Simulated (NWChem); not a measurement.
BiCl2F; SMILES [F][Bi]([Cl])[Cl]

Program: NWChem. Geometry: optimised at PBE-D3(BJ)/def2-SVP. def2 effective core potentials on Bi; no spin-orbit coupling. Vertical excitations in the gas phase.

Problem. What does the run give for CAM-B3LYP/def2-SVP, TDA? Quantities: lowest excitation, singlet (eV); orbital gap (eV).

Solution. 
```json
{
 "lowest excitation, singlet (eV)": "5.42",
 "orbital gap (eV)": "8.72"
}
```
